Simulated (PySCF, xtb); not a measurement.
AgH₆N₂, SMILES [NH3]->[Ag+]<-[NH3], charge +1, multiplicity 1.

GFN2-xTB (xtb) at its own geometry gives an orbital gap of 5.32 eV.

Geometry optimised at PBE-D3(BJ)/def2-SVP. The multiplicity is an assumed one; other spin states were not compared. The isomer is the one that the SMILES or the coordinates give; other isomers of the formula were not compared. The def2 effective core potentials stand for the cores of Ag; spin–orbit coupling is left out.

Question: What does HF/def2-TZVPD (PySCF) give? (An estimate is asked for; the answer gives what the named calculation found.)

Answer: gap 13.20 eV (levels -15.78 and -2.58 eV).
